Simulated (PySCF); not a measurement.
CH₈SeSi₂, SMILES [SeH][SiH2][SiH2]C, GFN2-xTB optimised geometry.

```
12

C      1.72    -1.33     0.00
Si    -0.18    -1.33     0.00
Si    -0.99     0.85     0.00
Se     0.56     2.34    -0.88
H      2.11    -0.78    -0.86
H      2.12    -2.34    -0.04
H      2.12    -0.86     0.90
H     -0.66    -2.03     1.20
H     -0.65    -2.08    -1.17
H     -1.32     1.41     1.31
H     -2.12     1.13    -0.88
H      1.67     1.89    -0.09
```

Density from B3LYP/def2-TZVP run with PySCF at that geometry.

Minimum of the electron density along straight lines between bonded atoms, close to the bond critical point (lines longer than 1.1 times the sum of covalent radii, or with two minima, are not listed):

```
bond     length / Å  ρ at the minimum / e bohr⁻³  ∇²ρ there / e bohr⁻⁵  position (fraction from the first atom)
-------  ----------  ---------------------------  --------------------  ---------------------------------------
C1–Si2        1.901                        0.116                  0.15                                     0.61
Si2–Si3       2.330                        0.097                 -0.18                                     0.44
Si3–Se4       2.313                        0.086                 -0.03                                     0.36
C1–H5         1.088                        0.276                 -0.93                                     0.64
C1–H6         1.086                        0.276                 -0.93                                     0.64
C1–H7         1.088                        0.276                 -0.92                                     0.64
Si2–H8        1.468                        0.123                  0.18                                     0.49
Si2–H9        1.468                        0.124                  0.18                                     0.49
Si3–H10       1.466                        0.125                  0.18                                     0.49
Si3–H11       1.462                        0.125                  0.19                                     0.49
Se4–H12       1.434                        0.185                 -0.31                                     0.62
```
